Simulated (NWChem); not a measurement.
System: MoN2H4O2; SMILES [O]=[Mo]([NH2])(=[O])[NH2]

NWChem input:

```
start job
memory heap 200 mb stack 900 mb global 1100 mb
geometry units angstroms noautoz
  Mo     0.000000     0.000000     0.061960
  O      1.415605     0.001712     0.969910
  O     -1.415605    -0.001712     0.969910
  N      0.001862    -1.594114    -1.025812
  H      0.841865    -2.086370    -1.316159
  H     -0.837096    -2.088267    -1.315919
  N     -0.001862     1.594114    -1.025812
  H      0.837096     2.088267    -1.315919
  H     -0.841865     2.086370    -1.316159
end
basis spherical
  * library 3-21g
end
dft
  xc pbe0
  iterations 150
  mulliken
end
task dft energy
```

Parts of the log:

```
             Northwest Computational Chemistry Package (NWChem) 7.3.0
             --------------------------------------------------------

 C2V symmetry detected

                             Geometry "geometry" -> ""
                             -------------------------

 Output coordinates in angstroms (scale by  1.889725989 to convert to a.u.)

  No.       Tag          Charge          X              Y              Z
 ---- ---------------- ---------- -------------- -------------- --------------
    1 Mo                  42.0000     0.00000000     0.00000000     0.08175795
    2 O                    8.0000     1.41560601     0.00000000     0.98970795
    3 O                    8.0000    -1.41560601     0.00000000     0.98970795
    4 N                    7.0000     0.00000000    -1.59411507    -1.00601405
    5 H                    1.0000     0.83948103    -2.08731985    -1.29624105
    6 H                    1.0000    -0.83948103    -2.08731985    -1.29624105
    7 N                    7.0000     0.00000000     1.59411507    -1.00601405
    8 H                    1.0000     0.83948103     2.08731985    -1.29624105
    9 H                    1.0000    -0.83948103     2.08731985    -1.29624105

 Effective nuclear repulsion energy (a.u.)     496.4775083120

      Symmetry information
      --------------------

 Group name             C2v
 Group number             16
 Group order               4
 No. of unique centers     4

                                 NWChem DFT Module
                                 -----------------

 Summary of "ao basis" -> "ao basis" (spherical)
 ------------------------------------------------------------------------------
       Tag                 Description            Shells   Functions and Types
 ---------------- ------------------------------  ------  ---------------------
 Mo                          3-21g                  14       36   6s5p3d
 O                           3-21g                   5        9   3s2p
 N                           3-21g                   5        9   3s2p
 H                           3-21g                   2        2   2s

      Symmetry analysis of basis
      --------------------------

        a1         33
        a2          9
        b1         19
        b2         19

            General Information
            -------------------
          SCF calculation type: DFT
          Wavefunction type:  closed shell.
          No. of atoms     :     9
          No. of electrons :    76
           Alpha electrons :    38
            Beta electrons :    38
          Charge           :     0
          Spin multiplicity:     1
          Use of symmetry is: on ; symmetry adaption is: on
          Maximum number of iterations: 150
          AO basis - number of functions:    80
                     number of shells:    42
          Convergence on energy requested:  1.00D-06
          Convergence on density requested:  1.00D-05
          Convergence on gradient requested:  5.00D-04

              XC Information
              --------------
                         PBE0 Method XC Functional
                     Hartree-Fock (Exact) Exchange  0.250
          PerdewBurkeErnzerhof Exchange Functional  0.750
            Perdew 1991 LDA Correlation Functional  1.000 local
           PerdewBurkeErnz. Correlation Functional  1.000 non-local

             Grid Information
             ----------------
          Grid used for XC integration:  medium
          Radial quadrature: Mura-Knowles
          Angular quadrature: Lebedev.
          Tag              B.-S. Rad. Rad. Pts. Rad. Cut. Ang. Pts.
          ---              ---------- --------- --------- ---------
          Mo                  1.45      123          10.0       590
          O                   0.60       49          10.0       434
          N                   0.65       49          10.0       434
          H                   0.35       45          11.0       434
          Grid pruning is: on
          Number of quadrature shells:   266
          Spatial weights used:  Erf1

      Superposition of Atomic Density Guess
      -------------------------------------

 Sum of atomic energies:       -4215.17633912

      Non-variational initial energy
      ------------------------------

 Total energy =   -4216.075425
 1-e energy   =   -6807.524122
 2-e energy   =    2094.971189
 HOMO         =      -0.325443
 LUMO         =      -0.052571

      Symmetry analysis of molecular orbitals - initial
      -------------------------------------------------

  Numbering of irreducible representations:

     1 a1          2 a2          3 b1          4 b2

  Orbital symmetries:

     1 a1          2 a1          3 b1          4 a1          5 b2
     6 a1          7 b1          8 a1          9 a1         10 b2
    11 b1         12 a1         13 b2         14 b1         15 a1
    16 a2         17 b2         18 a1         19 a1         20 b1
    21 a1         22 b2         23 a1         24 b2         25 a1
    26 b1         27 a2         28 b1         29 a1         30 b2
    31 b1         32 a2         33 a1         34 a1         35 b2
    36 b1         37 a1         38 b2         39 a2         40 a1
    41 a1         42 b2         43 b2         44 b1         45 a1
    46 b1         47 a1         48 a1

     ---------------------------------------------
      Total Density - Mulliken Population Analysis
     ---------------------------------------------

    Atom       Charge   Shell Charges
 -----------   ------   -------------------------------------------------------
    1 Mo  42    39.11   2.00  2.00  6.00  2.00  6.00  2.00  5.93  0.22  0.32  0.05  0.06  9.79  1.55  1.18
    2 O    8     9.10   1.99  0.46  2.34  1.51  2.80
    3 O    8     9.10   1.99  0.46  2.34  1.51  2.80
    4 N    7     8.20   1.99  0.40  1.95  1.31  2.55
    5 H    1     0.57   0.36  0.22
    6 H    1     0.57   0.36  0.22
    7 N    7     8.20   1.99  0.40  1.95  1.31  2.55
    8 H    1     0.57   0.36  0.22
    9 H    1     0.57   0.36  0.22

   convergence    iter        energy       DeltaE   RMS-Dens  Diis-err
 ---------------- ----- ----------------- --------- --------- ---------
 d= 0,ls=0.0,diis     1  -4218.7225883346 -4.72D+03  5.45D-02  3.84D+00
 d= 0,ls=0.0,diis     2  -4211.4112827767  7.31D+00  4.58D-02  6.30D+01
 d= 0,ls=0.0,diis     3  -4219.0929601505 -7.68D+00  1.13D-02  1.11D+00
 d= 0,ls=0.0,diis     4  -4219.1626710268 -6.97D-02  4.48D-03  5.40D-01
 d= 0,ls=0.0,diis     5  -4219.2186723327 -5.60D-02  8.79D-04  3.27D-02
  Resetting Diis
 d= 0,ls=0.0,diis     6  -4219.2219640247 -3.29D-03  3.08D-04  2.83D-03
 d= 0,ls=0.0,diis     7  -4219.2221979237 -2.34D-04  2.52D-04  1.18D-04
 d= 0,ls=0.0,diis     8  -4219.2221130708  8.49D-05  1.73D-04  8.94D-04
 d= 0,ls=0.0,diis     9  -4219.2222104083 -9.73D-05  4.90D-05  3.90D-05
 d= 0,ls=0.0,diis    10  -4219.2222141625 -3.75D-06  1.14D-05  2.84D-06
 d= 0,ls=0.0,diis    11  -4219.2222144545 -2.92D-07  1.66D-06  2.82D-08

         Total DFT energy =    -4219.222214454466
      One electron energy =    -6811.747365664010
           Coulomb energy =     2248.982117062226
    Exchange-Corr. energy =     -152.934474164680
 Nuclear repulsion energy =      496.477508311998

 Numeric. integr. density =       76.000004921894

                  Occupations of the irreducible representations
                  ----------------------------------------------

                     irrep           alpha         beta
                     --------     --------     --------
                     a1               17.0         17.0
                     a2                3.0          3.0
                     b1                9.0          9.0
                     b2                9.0          9.0

                       DFT Final Molecular Orbital Analysis
                       ------------------------------------

 Vector   36  Occ=2.000000D+00  E=-3.003426D-01  Symmetry=b1
              MO Center=  9.8D-14, -2.4D-16,  1.0D+00, r^2= 2.6D+00
   Bfn.  Coefficient  Atom+Function         Bfn.  Coefficient  Atom+Function
  ----- ------------  ---------------      ----- ------------  ---------------
    45      0.430253  2 O  pz                54     -0.430253  3 O  pz
    41      0.372789  2 O  pz                50     -0.372789  3 O  pz
    11      0.222885  1 Mo px                 7     -0.095463  1 Mo px
    15     -0.092447  1 Mo px                30      0.086618  1 Mo d  1
    43     -0.049178  2 O  px                52     -0.049178  3 O  px

 Vector   37  Occ=2.000000D+00  E=-2.934800D-01  Symmetry=a1
              MO Center=  1.6D-14,  2.8D-14, -1.7D-01, r^2= 3.9D+00
   Bfn.  Coefficient  Atom+Function         Bfn.  Coefficient  Atom+Function
  ----- ------------  ---------------      ----- ------------  ---------------
    43      0.275288  2 O  px                52     -0.275288  3 O  px
    13      0.257514  1 Mo pz                63     -0.236701  4 N  pz
    76     -0.236701  7 N  pz                39      0.234973  2 O  px
    48     -0.234973  3 O  px                17     -0.195150  1 Mo pz
    59     -0.190229  4 N  pz                72     -0.190229  7 N  pz

 Vector   38  Occ=2.000000D+00  E=-2.571108D-01  Symmetry=b2
              MO Center=  9.8D-15, -9.4D-14, -8.3D-01, r^2= 3.6D+00
   Bfn.  Coefficient  Atom+Function         Bfn.  Coefficient  Atom+Function
  ----- ------------  ---------------      ----- ------------  ---------------
    63      0.372458  4 N  pz                76     -0.372458  7 N  pz
    59      0.292603  4 N  pz                72     -0.292603  7 N  pz
    62     -0.224550  4 N  py                75     -0.224550  7 N  py
    58     -0.170590  4 N  py                71     -0.170590  7 N  py
    44      0.132840  2 O  py                53      0.132840  3 O  py

 Vector   39  Occ=0.000000D+00  E=-6.362602D-02  Symmetry=a2
              MO Center=  4.4D-14,  7.8D-15,  3.5D-01, r^2= 2.1D+00
   Bfn.  Coefficient  Atom+Function         Bfn.  Coefficient  Atom+Function
  ----- ------------  ---------------      ----- ------------  ---------------
    27      0.624755  1 Mo d -2              32      0.382964  1 Mo d -2
    44     -0.332317  2 O  py                53      0.332317  3 O  py
    40     -0.256904  2 O  py                49      0.256904  3 O  py
    22     -0.231623  1 Mo d -2              65      0.117884  5 H  s
    67     -0.117884  6 H  s                 78     -0.117884  8 H  s

 Vector   40  Occ=0.000000D+00  E=-4.815515D-02  Symmetry=a1
              MO Center=  7.7D-15,  2.7D-14, -6.6D-02, r^2= 2.3D+00
   Bfn.  Coefficient  Atom+Function         Bfn.  Coefficient  Atom+Function
  ----- ------------  ---------------      ----- ------------  ---------------
    29      0.619795  1 Mo d  0              34      0.374699  1 Mo d  0
    63      0.262034  4 N  pz                76      0.262034  7 N  pz
    24     -0.229221  1 Mo d  0              59      0.175860  4 N  pz
    72      0.175860  7 N  pz                43      0.162961  2 O  px
    52     -0.162961  3 O  px                17     -0.150395  1 Mo pz

 Vector   41  Occ=0.000000D+00  E=-9.220953D-03  Symmetry=b2
              MO Center= -8.0D-14, -2.9D-13, -1.0D-01, r^2= 4.6D+00
   Bfn.  Coefficient  Atom+Function         Bfn.  Coefficient  Atom+Function
  ----- ------------  ---------------      ----- ------------  ---------------
    28      0.590809  1 Mo d -1              20     -0.497034  1 Mo py
    60     -0.452681  4 N  s                 73      0.452681  7 N  s
    33      0.418122  1 Mo d -1              16      0.344548  1 Mo py
    23     -0.218340  1 Mo d -1              44     -0.191715  2 O  py
    53     -0.191715  3 O  py                12     -0.166768  1 Mo py

     ---------------------------------------------
      Total Density - Mulliken Population Analysis
     ---------------------------------------------

    Atom       Charge   Shell Charges
 -----------   ------   -------------------------------------------------------
    1 Mo  42    40.85   2.00  2.00  6.00  2.00  6.00  2.01  5.96  0.20  0.57  0.03  0.07  9.80  2.56  1.66
    2 O    8     8.41   1.99  0.44  2.03  1.55  2.40
    3 O    8     8.41   1.99  0.44  2.03  1.55  2.40
    4 N    7     7.85   1.99  0.37  1.84  1.33  2.34
    5 H    1     0.66   0.44  0.22
    6 H    1     0.66   0.44  0.22
    7 N    7     7.85   1.99  0.37  1.84  1.33  2.34
    8 H    1     0.66   0.44  0.22
    9 H    1     0.66   0.44  0.22

     -------------------------------------------
      Total Density - Lowdin Population Analysis
     -------------------------------------------

    Atom       Charge   Shell Charges
 -----------   ------   -------------------------------------------------------
    1 Mo  42    41.75   2.00  2.00  6.00  1.99  5.98  1.93  5.77  0.33  0.94  0.11  0.18  9.64  2.49  2.39
    2 O    8     8.15   1.98  0.60  2.02  1.09  2.46
    3 O    8     8.15   1.98  0.60  2.02  1.09  2.46
    4 N    7     7.41   1.98  0.48  1.79  0.79  2.37
    5 H    1     0.78   0.44  0.34
    6 H    1     0.78   0.44  0.34
    7 N    7     7.41   1.98  0.48  1.79  0.79  2.37
    8 H    1     0.78   0.44  0.34
    9 H    1     0.78   0.44  0.34

     Multipole analysis of the density
     ---------------------------------

     L   x y z        total         alpha         beta         nuclear
     -   - - -        -----         -----         ----         -------
     0   0 0 0     -0.000000    -38.000000    -38.000000     76.000000

     1   1 0 0     -0.000000     -0.000000     -0.000000      0.000000
     1   0 1 0      0.000000      0.000000      0.000000      0.000000
     1   0 0 1     -1.590594     -0.795297     -0.795297      0.000000

     2   2 0 0    -36.324219    -80.444970    -80.444970    124.565722
     2   1 1 0     -0.000000     -0.000000     -0.000000      0.000000
     2   1 0 1     -0.000000     -0.000000     -0.000000      0.000000
     2   0 2 0    -27.561968   -108.422146   -108.422146    189.282324
     2   0 1 1      0.000000      0.000000      0.000000      0.000000
     2   0 0 2    -35.619372    -83.593968    -83.593968    131.568564
```

Level: PBE0/3-21G, non-relativistic. All runs use the structure optimised with PBE0/def2-SVP (def2 core potentials past Kr). No frequency run checked for a minimum.
